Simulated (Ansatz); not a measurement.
Species: sum formula SiN3H6 (charge 0, doublet). It need not be the lowest isomer of its formula. 
Geometry from a B3LYP-D3(BJ)/def2-TZVP (Ansatz, a program for electronic structure) optimisation:
SMILES: [NH][SiH](N)N
```xyz
10

Si    -0.1049     0.0798     0.3409
N     -0.4900     1.5868    -0.4643
N     -0.9460    -1.2194    -0.4079
N      1.5728    -0.2762     0.2385
H     -0.3743     0.2975     1.7789
H     -0.6190     1.4989    -1.4758
H     -0.8483    -2.1587    -0.0523
H     -1.8675    -1.0729    -0.7897
H      2.2280     0.1814     0.8534
H      1.9920    -0.5012    -0.6512
```
Charge 0, spin multiplicity 2.

Atomisation energy built up term by term with Ansatz (kcal/mol; UHF references for open shells; valence terms freeze the core; atomic spin-orbit terms are left out). Basis-set limits of correlation are two-point, X^-3; Hartree-Fock from the larger set.

```json
[
 {"term": "Hartree-Fock", "basis": "aug-cc-pV(Q+d)Z", "kcal/mol": "537.21"},
 {"term": "CCSD correlation", "basis": "CBS(aug-cc-pV(T+d)Z,aug-cc-pV(Q+d)Z)", "kcal/mol": "247.06"},
 {"term": "(T)", "basis": "CBS(aug-cc-pV(T+d)Z,aug-cc-pV(Q+d)Z)", "kcal/mol": "13.55"},
 {"term": "core correlation", "basis": "cc-pwCVTZ", "kcal/mol": "1.90"},
 {"term": "scalar relativity (X2C)", "basis": "cc-pVTZ-DK against cc-pVTZ", "kcal/mol": "-1.53"},
 {"term": "sum: De", "basis": "", "kcal/mol": "798.2"}
]
```

(T) makes 1.7 % of the CCSD(T) atomisation energy; under 5 % is typical of single-reference molecules.
